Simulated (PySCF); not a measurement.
Ge(H)(Cl)2(vinyl) (C2H4Cl2Ge), SMILES C=[CH][GeH]([Cl])[Cl].

Coordinates come from a PBE0-D3(BJ)/def2-SVP optimisation. The values are those of a single conformer.

The numbers are results of PySCF 2.14.0 with TDA-PBE/def2-SVPD, not measurements.

Vertical excitations. 

Problem. Give excitation energies, oscillator strengths and character. (The exact figures need the calculation; the answer reports its results.)

Solution. 
```csv
state,energy (eV),λ (nm),f,main pairs
S1,5.36,231,0.005,"HOMO→LUMO 53 %, HOMO−1→LUMO 45 %"
S2,5.55,224,0.008,"HOMO−2→LUMO 72 %, HOMO−1→LUMO 17 %"
S3,5.71,217,0.005,HOMO−3→LUMO 93 %
S4,5.89,210,0.019,HOMO−4→LUMO 89 %
S5,6.00,207,0.014,"HOMO→LUMO+1 48 %, HOMO−1→LUMO+1 19 %, HOMO−1→LUMO 9 %, HOMO−4→LUMO 7 %"
S6,6.27,198,0.013,"HOMO−1→LUMO+1 55 %, HOMO→LUMO+1 32 %"
S7,6.54,190,0.031,HOMO−2→LUMO+1 87 %
S8,6.64,187,0.017,HOMO−3→LUMO+1 87 %
S9,6.69,185,0.058,"HOMO→LUMO+2 44 %, HOMO−1→LUMO+2 23 %, HOMO−4→LUMO+1 9 %, HOMO−1→LUMO+1 7 %"
S10,6.71,185,0.003,HOMO−5→LUMO 85 %
T1,4.33,286,0,"HOMO→LUMO 48 %, HOMO−1→LUMO 34 %, HOMO−2→LUMO 8 %"
T2,5.12,242,0,"HOMO−1→LUMO 53 %, HOMO→LUMO 45 %"
T3,5.38,230,0,HOMO−2→LUMO 85 %
T4,5.61,221,0,HOMO−3→LUMO 94 %
```
Triplets are in the Tamm–Dancoff approximation.
